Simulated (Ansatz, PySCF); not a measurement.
TeCl2, SMILES Cl[Te]Cl. Atoms are numbered in the order given.

```xyz
3

Te     0.0000     0.0000     0.5903
Cl     0.0000     1.7918    -0.9277
Cl     0.0000    -1.7918    -0.9277
```
Charge 0, spin multiplicity 1.

Coordinates come from a B3LYP-D3(BJ)/def2-TZVP optimisation. The isomer is the one that the SMILES or the coordinates give; other isomers of the formula were not compared. The def2 effective core potentials stand for the cores of Te; spin–orbit coupling is left out.

Two levels are set side by side: PBE-D3(BJ)/def2-TZVP (Ansatz, a quantum-chemistry and plane-wave program) and B3LYP-D3(BJ)/def2-TZVP (Ansatz). Each level has its own optimised geometry; the coordinates shown are those of the second. Frequencies come from the Hessian of PySCF at each geometry. Differences are taken from unrounded values.

| quantity | B3LYP-D3(BJ) |
|---|---|
| mean bond length (Å) | 2.348 |
| bond Te1–Cl2 (Å) | 2.348 |
| bond Te1–Cl3 (Å) | 2.348 |
| highest harmonic wavenumber (cm⁻¹) | 371 |
| mean harmonic wavenumber (cm⁻¹) | 283 |
| zero-point energy (kcal/mol) | 1.21 |

Question: What does PBE-D3(BJ) give, and how far is it from B3LYP-D3(BJ)? (Estimate from the structure and the level; the computed values follow.)

Answer: 
```tsv
quantity	PBE-D3(BJ)	PBE-D3(BJ) minus B3LYP-D3(BJ)
mean bond length (Å)	2.348	-0.001
bond Te1–Cl2 (Å)	2.348	-0.001
bond Te1–Cl3 (Å)	2.348	-0.001
highest harmonic wavenumber (cm⁻¹)	367	-4
mean harmonic wavenumber (cm⁻¹)	279	-4
zero-point energy (kcal/mol)	1.20	-0.02
```

Here PBE gives about what the other level gives.
